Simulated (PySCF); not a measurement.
ReF4, SMILES [F][Re]([F])([F])[F] (connectivity only; charge and spin as stated), neutral, multiplicity 4.

Geometry: r2SCAN-D4/def2-SVP. The spin state was assumed, not searched. The def2 effective core potentials stand for the cores of Re; spin–orbit coupling is left out.

Level of theory: PySCF 2.14.0 with TDA-LC-ωPBE/def2-SVPD.

Vertical excitations; the highest root listed may be one member of a degenerate set. The molecule is in vacuum.

| state | energy (eV) | λ (nm) | f | main pairs |
|---|---|---|---|---|
| root 1 | 1.08 | 1151 | 0.000 | α HOMO→LUMO (degenerate set) |
| root 2 | 1.08 | 1151 | 0.000 | α HOMO−1→LUMO (degenerate set) |
| root 3 | 2.37 | 523 | 0.000 | α HOMO−2→LUMO 99 % |
| root 4 | 5.37 | 231 | 0.000 | α HOMO−3→LUMO 80 %, β HOMO→LUMO+1 18 % |
| root 5 | 5.87 | 211 | 0.010 | α HOMO−4→LUMO, β HOMO−2→LUMO+1 (degenerate set) |
| root 6 | 5.87 | 211 | 0.010 | α HOMO−5→LUMO, β HOMO−3→LUMO+1 (degenerate set) |
| root 7 | 6.09 | 203 | 0.000 | β HOMO→LUMO 99 % |
| root 8 | 6.13 | 202 | 0.000 | α HOMO→LUMO+3 (degenerate set) |
| root 9 | 6.13 | 202 | 0.000 | α HOMO−1→LUMO+3 (degenerate set) |
| root 10 | 6.29 | 197 | 0.000 | α HOMO−6→LUMO 93 %, β HOMO−1→LUMO+1 5 % |
Unrestricted roots are not spin-pure.
